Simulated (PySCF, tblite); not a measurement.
Isomers of C7H3ClO2, one GFN2-xTB conformer each. Single-point energies are computed at PBE0/pcSseg-1 (PySCF, gas phase, no added dispersion term), electronic only.

**Question.** Rank them by PBE0/pcSseg-1 energy, lowest first (kcal/mol).
A. `[CH:1]#[C:2][c:3]1[cH:4][o:5][c:6]([C:7](=[O:8])[Cl:9])[cH:10]1` with O5–C6–C7–O8 180°
B. `[CH:1]#[C:2][c:3]1[cH:4][cH:5][o:6][c:7]1[C:8](=[O:9])[Cl:10]` with O6–C7–C8–O9 180°

**Answer.** A (0.0), B (0.9).

Neighbours under 2.5 kcal/mol apart (C#Cc1coc(C(=O)Cl)c1 and C#Cc1ccoc1C(=O)Cl) can change places with a better method, another conformer or zero-point energy. GFN2-xTB itself gives, in the same order: 0.9, 0.0. GFN2-xTB puts C#Cc1ccoc1C(=O)Cl lowest instead.

**Question.** Which frontier levels, dipoles and rotational constants go with these structures?

**Answer.** 
```
             SMILES  HOMO (eV, PBE0/pcSseg-1)  LUMO (eV)  dipole (D)       A, B, C (MHz)
C#Cc1coc(C(=O)Cl)c1                     -7.52      -2.35        4.08  3740, 587.2, 507.5
  C#Cc1ccoc1C(=O)Cl                     -7.54      -2.50        4.44  1779, 992.9, 637.2
```

**Question.** What happens when harmonic zero-point energies from GFN2-xTB frequencies are added?

**Answer.** 
| SMILES | ZPE (kcal/mol) | electronic (kcal/mol) | with ZPE (kcal/mol) |
| --- | --- | --- | --- |
| C#Cc1coc(C(=O)Cl)c1 | 48.3 | 0.0 | 0.0 |
| C#Cc1ccoc1C(=O)Cl | 48.3 | 0.9 | 0.9 |

The zero-point energies span 0.0 kcal/mol. The order is unchanged.
